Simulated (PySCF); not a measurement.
Isomers of C4H8OSi2 and their computed core-level spectra.

Level of theory: PySCF 2.14.0, delta-SCF UKS SCAN, pcX-2 on the ionised atom, pcseg-1 elsewhere, spin-free X2C. Geometries: PBE0-D3(BJ)/def2-SVP; isolated species, one conformer each.

Line lists (1s up to Mg, 2p3/2 beyond; areas count atoms within a level, one atom standing for each set equivalent by bonding):
1. C 1s: 290.26 (area 1), 290.28 (area 1), 290.32 (area 1), 290.55 (area 1) eV; O 1s: 537.48 eV; Si 2p3/2: 107.13 (area 1), 107.28 (area 1) eV
2. C 1s: 290.03 (area 2), 290.17 (area 2) eV; O 1s: 538.21 eV; Si 2p3/2: 106.50 (area 1), 106.87 (area 1) eV
3. C 1s: 290.13 (area 1), 290.38 (area 1), 290.48 (area 1), 290.71 (area 1) eV; O 1s: 537.78 eV; Si 2p3/2: 107.21 (area 1), 107.69 (area 1) eV

Structures:
A. `C#C[SiH2]O[SiH2]C=C`
B. `O[SiH]1C=C[SiH2]C=C1`
C. `C#C[Si@H]1CC[SiH2]O1`

Q: Which list belongs to which compound?

A: 
- 1 = C: another candidate has the same counts of sites, so positions decide. C 1s: 290.26 alkyne carbon, 290.28 sp3 carbon bound to silicon, 290.32 sp3 carbon bound to silicon, 290.55 terminal alkyne carbon; O 1s: 537.48 siloxane oxygen; Si 2p3/2: 107.13 oxygen-bound silicon, 107.28 oxygen-bound silicon.
- 2 = B: no other candidate has these counts of sites. C 1s: 290.03 alkene CH carbon (×2), 290.17 alkene CH carbon (×2); O 1s: 538.21 silanol oxygen; Si 2p3/2: 106.50 SiH2 silicon, 106.87 oxygen-bound silicon.
- 3 = A: another candidate has the same counts of sites, so positions decide. C 1s: 290.13 alkene CH carbon, 290.38 alkyne carbon, 290.48 terminal =CH2 carbon, 290.71 terminal alkyne carbon; O 1s: 537.78 siloxane oxygen; Si 2p3/2: 107.21 oxygen-bound silicon, 107.69 oxygen-bound silicon.

Spin–orbit and ligand-field terms were added within each 2p shell after the spin-free SCF. 4 of these hole states are spin-contaminated (⟨S²⟩ up to 0.87, against 0.75; counted from 0.85) and less certain.
